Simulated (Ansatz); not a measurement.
```xyz
8

F    -0.7659   -1.7067   -0.5591
C     0.2726   -0.8684   -0.4496
F     0.7475   -0.6493   -1.6825
F     1.2285   -1.4971    0.2464
Si   -0.2460    0.7831    0.4055
Cl   -0.9457    0.3354    2.2442
Cl    1.3885    1.9605    0.5200
Cl   -1.6793    1.6424   -0.7249
```

The species carries charge 0 and has multiplicity 1.

(1) List the B3LYP/def2-TZVPP orbital energies in eV (Ansatz). (Estimate.)

Answers

(1) Computed: Occupied: -2763.47, -2763.47, -2763.47, -1802.52, -673.02, -673.02, -673.02, -283.78, -258.23, -258.23, -258.23, -197.25, -197.25, -197.25, -197.11, -197.11, -197.11, -197.11, -197.11, -197.11, -146.78, -102.13, -102.13, -102.07, -36.36, -33.96, -33.96, -24.39, -23.37, -23.37, -19.83, -16.97, -16.70, -16.70, -14.51, -13.42, -13.42, -12.62, -12.62, -12.16, -12.16, -11.80, -11.26, -10.43, -10.43, -9.87, -9.87, -9.48, -9.47. Lowest empty: -0.68, -0.10, -0.10, 0.78, 2.31, 2.87, 2.87, 3.19.

B3LYP here is the variant with VWN-RPA as its local correlation; programs differ in this.
